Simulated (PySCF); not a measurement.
Radial density of Eu (europium, neutral)

BHandHLYP, [Xe] 4f6 5d1 6s2, one real determinant (an excited configuration). Calculation: PySCF 2.14, in x2c-TZVPPall; scalar relativity by spin-free X2C-1e.

```json
{"r (bohr)": "0.0262", "4πr²ρ (e/bohr)": "74.21", "4πr²(ρα − ρβ)": "0.0035"}
{"r (bohr)": "0.0441", "4πr²ρ (e/bohr)": "88.37", "4πr²(ρα − ρβ)": "0.0071"}
{"r (bohr)": "0.0742", "4πr²ρ (e/bohr)": "110.2", "4πr²(ρα − ρβ)": "0.0097"}
{"r (bohr)": "0.125", "4πr²ρ (e/bohr)": "82.59", "4πr²(ρα − ρβ)": "0.1037"}
{"r (bohr)": "0.210", "4πr²ρ (e/bohr)": "95.89", "4πr²(ρα − ρβ)": "0.9427"}
{"r (bohr)": "0.353", "4πr²ρ (e/bohr)": "40.81", "4πr²(ρα − ρβ)": "4.2574"}
{"r (bohr)": "0.594", "4πr²ρ (e/bohr)": "45.32", "4πr²(ρα − ρβ)": "7.1861"}
{"r (bohr)": "0.998", "4πr²ρ (e/bohr)": "15.21", "4πr²(ρα − ρβ)": "4.2316"}
{"r (bohr)": "1.68", "4πr²ρ (e/bohr)": "6.739", "4πr²(ρα − ρβ)": "1.2147"}
{"r (bohr)": "2.82", "4πr²ρ (e/bohr)": "1.356", "4πr²(ρα − ρβ)": "0.3295"}
{"r (bohr)": "4.75", "4πr²ρ (e/bohr)": "0.4987", "4πr²(ρα − ρβ)": "0.0680"}
{"r (bohr)": "7.99", "4πr²ρ (e/bohr)": "0.03680", "4πr²(ρα − ρβ)": "-0.0025"}
{"r (bohr)": "13.4", "4πr²ρ (e/bohr)": "0.0001440", "4πr²(ρα − ρβ)": "0.0000"}
```

Densities and radii are taken from the X2C orbitals without a picture-change correction, which distorts them close to the nucleus.

⟨L²⟩ = 18.19 against 30 for a pure H term, so this real determinant mixes terms. Spin-orbit coupling, absent here, splits the open shell strongly.

Question: Where is the radial spin density 4πr²(ρα − ρβ) most negative, and why is it negative at all?

Answer: Around r = 7.99 bohr, down to -0.0025 e/bohr: exchange with the open shell polarises the paired shells in an unrestricted calculation.
